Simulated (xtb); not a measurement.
C2H3ClN2Si, SMILES C1C=N[SiH](Cl)N=1. All values are semi-empirical tight-binding results from xtb (GFN2-xTB unless named), good for trends rather than for accurate numbers. Coordinates come from a GFN2-xTB optimisation. The structure was generated by enumeration, and PubChem lists no compound with its InChIKey, so it may never have been made.

Q: Estimate the properties. (Estimate from the structure and the level; the computed values follow.)

A: 
The point group as xtb finds it is Cs. The orbital gap is 1.74 eV. The dipole moment is 2.45 D and the zero-point energy is 32.1 kcal/mol. The G − E(el) at 298.15 K (modified RRHO) is 12.8 kcal/mol and the static polarisability (D4 model) is 74.7 bohr³. The solvation energy, GFN2-xTB/ALPB(water) comes out as -3.1 kcal/mol and the solvation energy, GFN2-xTB/ALPB(dmf) is -5.3 kcal/mol.
